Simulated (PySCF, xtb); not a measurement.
In(H)(PH2)2 (H₅InP₂), SMILES [PH2][InH][PH2]. Other conformers were not sampled.

Harmonic wavenumbers (cm⁻¹) from xtb with GFN2-xTB at its own minimum, in rising order: 36, 54, 71, 245, 255, 298, 370, 534, 562, 594, 615, 1127, 1128, 1247, 2153, 2164, 2213, 2233.

Q: What does B3LYP-D3(BJ)/def2-SVP run with PySCF 2.14.0 give at its own minimum? (Estimate from the structure and the level; the computed values follow.)

A: 68, 106, 111, 272, 302, 323, 433, 514, 587, 631, 639, 1093, 1100, 1729, 2366, 2367, 2382, 2384. Paired by order, the mean absolute difference is 93 cm⁻¹ and the zero-point energies are 22.7 and 24.9 kcal/mol.
